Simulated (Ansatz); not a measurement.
# Molecular dynamics of ClF₂H₂NZr

input.yaml

```yaml
crystal:
  periodic: [false, false, false]
  atoms:
    - { symbol: Zr, position_ang: [-0.027629, -0.015302, -0.014389] }
    - { symbol: Cl, position_ang: [0.248176, -0.186063, 2.327998] }
    - { symbol: F, position_ang: [1.680006, 0.031692, -0.845657] }
    - { symbol: F, position_ang: [-1.159819, 1.461115, -0.399303] }
    - { symbol: "N", position_ang: [-0.958134, -1.65579, -0.68458] }
    - { symbol: H, position_ang: [-1.967035, -1.781256, -0.752311] }
    - { symbol: H, position_ang: [-0.503365, -2.514396, -0.991357] }
basis:
  gaussian: { orbitals: def2-SVP }
hamiltonian:
  xc: pbe0
  dispersion: d4
md:
  timestep: 0.25
  n_steps: 166
  ensemble: nvt_nose_hoover
  temperature: 500.0
  initial_velocities: maxwell_boltzmann
  seed: 526893
  nose_hoover: { tau: 1.0, chain_length: 1 }
```

Command:

```bash
$ ansatz run input.yaml --threads 2 --pin off --max-ram 3072MiB --backend cpu --events-out ev --progress --plain --runs-dir out
```

It starts from a relaxed structure.

Output, in part (step lines, the closing report, with atoms numbered from 0):

```
md step     0: t =     0.00 fs  T =   500.0 K  F+E_penalty+E_count = -20746.90653608 eV  E_kin = 0.323150 eV  conserved = -20746.58338608 eV  (29 SCF iters)
[... lines left out ...]
Total energy: -20746.20222919 eV, -762.4088696419 hartree
Atom 0 at     0.039880    -0.017245     0.011151 Å, force     4.168433    -2.357564     1.118476 eV/Å
Atom 1 at     0.162270    -0.154546     2.397291 Å, force     0.125849    -0.080359    -0.257642 eV/Å
Atom 2 at     1.682397     0.056162    -1.066756 Å, force    -0.763608     0.158940     0.625534 eV/Å
Atom 3 at    -1.212376     1.170985    -0.376913 Å, force    -2.847782     3.729688    -1.126735 eV/Å
Atom 4 at    -1.067835    -1.425057    -0.748190 Å, force    -1.758203    -1.548587    -0.720658 eV/Å
Atom 5 at    -1.782807    -1.032352    -1.423294 Å, force     0.851095    -0.957476     1.001496 eV/Å
Atom 6 at    -1.305913    -2.395023    -0.439528 Å, force     0.224216     1.055359    -0.640471 eV/Å
Dipole moment:    -0.369672    -0.242071    -0.228924 e Å
```

The steps, from the saved trajectory:

```csv
time (fs),T (K),potential energy less start (eV),conserved less start (meV/atom)
0.0,500,0.000,0.00
1.2,483,0.015,0.01
2.5,495,0.039,0.02
3.8,534,0.051,0.01
5.0,486,0.067,0.00
6.2,445,0.104,0.01
7.5,533,0.142,0.02
8.8,566,0.165,0.01
10.0,427,0.198,0.01
11.2,442,0.239,0.02
12.5,629,0.268,0.02
13.8,519,0.277,0.01
15.0,379,0.283,0.01
16.2,504,0.293,0.02
17.5,656,0.288,0.02
18.8,437,0.266,0.01
20.0,385,0.250,0.01
21.2,588,0.238,0.01
22.5,585,0.220,0.01
23.8,390,0.199,0.01
25.0,440,0.187,0.00
26.2,622,0.192,0.01
27.5,499,0.200,0.02
28.8,396,0.201,0.00
30.0,506,0.218,0.00
31.2,587,0.265,0.02
32.5,451,0.310,0.02
33.8,442,0.341,0.01
35.0,544,0.399,0.01
36.2,507,0.496,0.05
37.5,482,0.557,0.04
38.8,531,0.594,0.02
40.0,475,0.658,0.04
41.2,496,0.704,0.07
```

All steps were run. The conserved energy stayed within 0.065 meV per atom of its start (net change 0.065 meV per atom), so the integration is sound. A run of 0.042 ps of so small a system gives no equilibrium averages.

The same pairs are bonded in the first frame and the last. Pairs count as bonded within 1.25 times the sum of covalent radii (0.12 Å more for H–H).

Last frame:

```xyz
7
Properties=species:S:1:pos:R:3
Zr 0.040 -0.017 0.011
Cl 0.162 -0.154 2.397
F 1.682 0.056 -1.067
F -1.212 1.171 -0.377
N -1.068 -1.425 -0.748
H -1.783 -1.032 -1.423
H -1.306 -2.395 -0.440
```

The run took 6.6 min on 2 threads of Arm Neoverse V2 (shared host), peak memory 0.23 GiB.
